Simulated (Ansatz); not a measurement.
`[BH2][GaH][CH3]` → `[BH2][GaH2]` + `[CH2]` (triplet)  (formal loss of a carbene)

Isolated molecules relaxed with PBE0-D4/def2-TZVP in Ansatz; ΔE leaves out vibrations. CCSD(T)/CBS adds triple-zeta CCSD(T) − MP2 to the extrapolated MP2 energy (def2 sets, frozen cores). This one scheme is used for every species. DFT in def2-TZVPP. B3LYP here is the variant with VWN-RPA as its local correlation; programs differ in this. HSE06 is defined as in plane-wave codes. Triplets are unrestricted, without spin–orbit coupling. For Ga outer-core shells are correlated without core-valence functions, which leaves a few kJ/mol of doubt a bond. Scalar relativity is left out up to krypton.

`[BH2][GaH][CH3]`:

Cartesian coordinates in Å:
```
B -1.176 1.411 0.847
Ga 0.413 0.529 -0.142
C 0.580 -1.404 -0.519
H -1.189 1.559 2.037
H -2.145 1.817 0.269
H 1.614 1.419 -0.663
H -0.232 -2.001 -0.104
H 0.607 -1.556 -1.602
H 1.529 -1.775 -0.123
```

`[BH2][GaH2]`:

Z-matrix (Å, degrees):
```
B
Ga 1 2.065
H 1 1.199 2 122.1
H 1 1.199 2 122.2 3 -179.9
H 2 1.576 1 122.1 3 89.9
H 2 1.576 1 122.3 3 -90.0
```

`[CH2]` (triplet):

Cartesian coordinates in Å:
```
C 0.211 -0.174 0.038
H -0.285 0.084 0.961
H 0.074 0.089 -0.999
```

| level | ΔE (eV) | difference from CCSD(T)/CBS |
| --- | --- | --- |
| LDA (SPW92) | 5.55 | 0.67 |
| PBE-D4 | 4.90 | 0.02 |
| BLYP-D4 | 4.76 | -0.12 |
| r2SCAN-D4 | 4.61 | -0.27 |
| B97M-V | 4.76 | -0.12 |
| PBE0-D4 | 4.80 | -0.08 |
| B3LYP-D4 | 4.75 | -0.13 |
| r2SCANh-D4 | 4.59 | -0.29 |
| r2SCAN0-D4 | 4.56 | -0.32 |
| HSE06-D4 | 4.81 | -0.07 |
| BHLYP-D4 | 4.62 | -0.26 |
| CAM-B3LYP-D4 | 4.78 | -0.10 |
| ωB97X-V | 4.92 | 0.04 |
| ωB97M-V | 4.85 | -0.03 |
| PBE-QIDH | 4.81 | -0.07 |
| revPBE | 4.61 | -0.27 |
| BLYP | 4.65 | -0.23 |
| r2SCAN | 4.60 | -0.28 |
| PBE0 | 4.76 | -0.12 |
| B3LYP | 4.67 | -0.21 |
| r2SCANh | 4.58 | -0.30 |
| r2SCAN0 | 4.55 | -0.33 |
| HSE06 | 4.77 | -0.11 |
| BHLYP | 4.55 | -0.33 |
| CAM-B3LYP | 4.74 | -0.14 |
| LC-ωPBE | 4.71 | -0.17 |
| RPA@PBE/def2-TZVPP | 4.65 | -0.23 |
| HF/def2-SVP | 3.27 | -1.61 |
| MP2/def2-SVP | 4.69 | -0.19 |
| CCSD/def2-SVP | 4.47 | -0.41 |
| CCSD(T)/def2-SVP | 4.56 | -0.32 |
| HF/def2-TZVPP | 3.25 | -1.63 |
| MP2/def2-TZVPP | 4.91 | 0.03 |
| CCSD(T)/def2-TZVPP | 4.74 | -0.14 |
| HF/def2-QZVPP | 3.24 | -1.64 |
| MP2/def2-QZVPP | 4.99 | 0.11 |
| SCS-MP2/def2-QZVPP | 4.97 | 0.09 |
| HF/CBS(def2) | 3.24 | -1.64 |
| MP2/CBS(def2) | 5.05 | 0.17 |
| CCSD/CBS(def2) | 4.76 | -0.12 |
| CCSD(T)/CBS | 4.88 | 0 |

Largest T1 diagnostic among the species: 0.014.

In def2-TZVPP, CCSD(T) changes the Hartree–Fock value by +1.49 eV (the triples alone add +0.12 eV) and MP2 by +1.66 eV. Leaving LDA and LC-ωPBE aside and taking each functional with its dispersion term where it has one, the values spread over 0.36 eV, from r2SCAN0-D4 to ωB97X-V. LDA lies +0.70 eV from PBE without D4.
